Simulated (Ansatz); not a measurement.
Spectroscopic constants of HfC, closed-shell singlet (lowest of 2S+1 = 1, 3, 5, 7 at CCSD(T)/def2-TZVPP on PBE0 minima; our sources give no spin for the ground state, which may be another). No spin–orbit coupling. The T1 diagnostic near the minimum is 0.196, so single-reference values are doubtful.

The constants come from a fifth-degree fit in 1/R (seven points, main isotopes). In def2 and cc sets the state is the lowest found near the PBE0 minimum, followed along R. The singlet is held restricted.

Correlated levels freeze the inner cores; with def2 sets outer-core shells near the valence are correlated too.

Codes used: Ansatz (an electronic-structure program). Each number belongs to the level named beside it. In def2 rows elements past Kr take small-core potentials, without spin–orbit coupling.

What bond length and harmonic frequency does SVWN5/def2-TZVPP give?

r_e = 1.876 Å, ω_e = 852 cm⁻¹.

What bond length and harmonic frequency does PBE0/def2-TZVPP give?

r_e = 1.862 Å, ω_e = 866 cm⁻¹.

What bond length and harmonic frequency does B2PLYP/def2-TZVPP give?

r_e = 1.902 Å, ω_e = 808 cm⁻¹.

Doubts at one or more of the structures used: a restricted determinant that unrestricted orbitals would lower (B2PLYP/def2-TZVPP).
